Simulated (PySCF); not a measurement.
# Unknown compound

The spectra below were simulated for a compound C7H10NP.

1H NMR (600 MHz, computed): δ 8.57 (br s, 1H), 7.08 (m, 1H), 2.52 (m, 3H), 1.49 (m, 1H), 1.23 (m, 2H), 0.75 (m, 2H).

13C{1H} NMR (computed): δ 183.7 (C), 148.7 (C), 124.6 (CH), 20.4 (CH2), 18.5 (CH), 16.5 (CH3).

PySCF calculation with geometry: GFN2-xTB and shieldings: GIAO PBE0/pcSseg-1; one conformer, no relativistic terms, in vacuum, one averaged value for each set of equivalent atoms.

Shifts are taken against calculated references (same method and geometry level): 1H (σ = 31.72 ppm), 13C (σ = 186.93 ppm) vs TMS.

**Question.** Which candidate is it?
A. Cn1ccpc1C1CC1
B. C#C[P@]1(=N)C[C@H](C=C)C1
C. CC(C)=Pn1cccc1
D. Cc1c[nH]c(C2CC2)p1
E. CC/C=P\n1cccc1

**Answer.** D. 

6 carbon signals for 7 carbons: some carbons are equivalent by symmetry or fast rotation. Carbon types of the structure: 2 × C, 2 × CH, 2 × CH2, 1 × CH3, leaving 1 H on heteroatoms. δC 183.7: substituted aromatic carbon next to a ring nitrogen. δC 148.7: substituted aromatic carbon. δC 124.6: aromatic CH next to a ring nitrogen. δC 16.5: methyl carbon on an aromatic ring; aliphatic region, no heteroatom directly attached. δH 8.57: hydrogen on a pyrrole-type ring nitrogen; exchangeable; this is the value without hydrogen bonding to other molecules.

The others: Cn1ccpc1C1CC1 would give 6 signals for carbon-bound and other non-exchanging H, not 5; CC(C)=Pn1cccc1 would give 5 carbon signals, not 6; C#C[P@]1(=N)C[C@H](C=C)C1 would give 7 signals for carbon-bound and other non-exchanging H, not 5; CC/C=P\n1cccc1 would give 5 carbon signals, not 6.

Exchangeable OH/NH protons stand at their gas-phase positions; hydrogen bonding in a real sample shifts them, mostly to higher δ. Splittings by 31P in the carbon and heteronuclear signals aren't shown, as no couplings were computed. Shifts are as computed. Against solution values, carbons near 30 ppm lie about +3 ppm off and those near 130 ppm about +5 ppm. Of 1211 compounds with measured shifts, 218 miss one by over three times the rms of a fit or turn the order of signals round; such compounds aren't used in these exercises. Multiplicities follow the n + 1 count of equivalent neighbours, as no J values were calculated; m marks all less simple cases, F and P coupling included.
